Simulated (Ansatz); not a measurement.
Gas-phase electronic energies from Ansatz, PBE0-D4/def2-TZVP geometries. CCSD(T)/CBS is the MP2 limit (def2-TZVPP, def2-QZVPP) plus CCSD(T) − MP2 in def2-TZVPP, frozen cores. DFT in def2-TZVPP. def2 core potentials past Kr. For Sn outer-core shells are correlated without core-valence functions, which leaves a few kJ/mol of doubt a bond. Each species was taken in one conformer, which may not be the lowest.

Consider the redistribution: `[CH3][SnH2][Cl]` + `[SiH3]BB1CC1` → `[CH3][SnH2][BH][SiH3]` + `ClB1CC1`.

CCSD(T)/CBS gives +0.63 eV.

(1) Another level gave +0.66 eV. Which?
A. ωB97M-V/def2-TZVPP
B. r2SCAN-D4/def2-TZVPP
C. MP2/def2-TZVPP
D. PBE0-D4/def2-TZVPP

Largest T1 diagnostic among the species: 0.016.

Results:

(1) A. ωB97M-V 0.66, r2SCAN-D4 0.82, PBE0-D4 0.71, MP2/def2-TZVPP 0.55 eV.

From PBE to PBE0 (25 % exact exchange), in def2-TZVPP and without D4, ΔE moves by −0.06 eV. In def2-TZVPP, CCSD(T) changes the Hartree–Fock value by −0.11 eV (the triples alone add +0.01 eV) and MP2 by −0.12 eV.
